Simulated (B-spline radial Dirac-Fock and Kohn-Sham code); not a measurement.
Level of theory: ΔSCF Dirac-Fock with Breit, self-energy and vacuum polarisation, finite nucleus, configuration average; a B-spline atomic structure program. Correlation and solid-state effects are left out.

**Question.** Identify the element and charge state from the binding energies below (tabulated ground configuration; the least bound level is included).

```tsv
level	binding energy (eV)
K	65417.8
L2	10817.2
M5	1741.1
N3	463.9
N4	302.6
N5	291.9
N6,7	91.03
```

**Answer.** Hf⁵⁺: Z = 72 with 67 electrons, [Xe] 4f13. The hydrogen-like estimate √(E/Ry) = 69.3 for the K level lies 2.7 below Z (screening lowers it, relativity raises it); the outermost level, at 91.03 eV, fixes the charge.

Values without a named source are computed, but for edge energies of neutral atoms, which are taken from tables.
